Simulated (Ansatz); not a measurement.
[Si4]4- (Si₄⁴⁻). Charge -4, multiplicity 1. Geometry r2SCAN-D4/def2-TZVPD; atoms count from 1.

```
atom   x (Å)   y (Å)   z (Å)
 Si1   1.462  -0.210   0.272
 Si2  -0.251   1.452  -0.291
 Si3  -0.413  -0.827  -1.184
 Si4  -0.798  -0.415   1.203
```

A multiply charged anion in the gas phase is held together partly by the finite basis. The restricted singlet is unstable towards broken spin symmetry at other levels; at PBE0-D4/def2-TZVPD this wasn't settled. The highest occupied level of the charge -4 singlet lies above zero (up to 10.65 eV). The electron is either unbound and held by the finite basis, or the level is raised by self-interaction error.

Estimate the Mulliken populations from the PBE0/def2-TZVPD orbitals of Ansatz.


```json
{"atom": "Si1", "charge (e)": "-1.00"}
{"atom": "Si2", "charge (e)": "-1.00"}
{"atom": "Si3", "charge (e)": "-1.00"}
{"atom": "Si4", "charge (e)": "-1.00"}
```
Mulliken values depend strongly on the basis. With diffuse functions, as here, like atoms can get unlike values, and bond orders can come out too low or too high.

And the Mayer bond orders between heavy atoms (over 0.3)?

Si1–Si2 0.73 (2.45 Å); Si1–Si3 0.73 (2.45 Å); Si1–Si4 0.73 (2.45 Å); Si2–Si3 0.73 (2.45 Å); Si2–Si4 0.73 (2.45 Å); Si3–Si4 0.73 (2.45 Å).
